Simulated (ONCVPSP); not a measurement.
Ranking ONCV potentials for oxygen

All share these settings but for the change named:

```
Element                 : oxygen
Generator               : ONCVPSP 4.0.1
Type                    : optimised norm-conserving Vanderbilt (ONCV)
Functional              : PBE
Relativity              : scalar-relativistic
Frozen core             : [He]
Valence charge          : 6
Reference configuration : 2s2 2p4
Partial waves           : 2s: rc 1.00 bohr, ncon 3, nbas 6, qcut 5.3 1/bohr, 2 projectors, debl 3.8 Ha; 2p: rc 1.10 bohr, ncon 5, nbas 9, qcut 9.7 1/bohr, 1 projector
Local potential         : polynomial inside 0.65 bohr (lpopt 5, dvloc0 2 Ha)
Core correction         : Teter function, fcfact 3.5, rcfact 1.4
```

Test errors are all-electron minus pseudo excitation energies from the reference, over 2s2 2p3; 2s2 2p2; 2s2 2p1; 2s2 2p0. None of these files shows a bound ghost.

The base gives 1221.8 meV.

Of 7 variants that were run, those that failed, showed a ghost or another fault, or gave nearly equal values are left out.

A variant can come out equal or close to the base, since the largest error may sit in a test that the change hardly touches while other tests move.

Rank these variants by their largest absolute test error, smallest first.
A. s: qcut 7.4; p: qcut 13.6
B. local potential polynomial inside 0.65 bohr (lpopt 5, dvloc0 -0.5 Ha)
C. p: rc 1.6
D. p: ncon 3, nbas 7

A (737.4 meV), B (1221.8 meV), D (1526.6 meV), C (2457.2 meV).
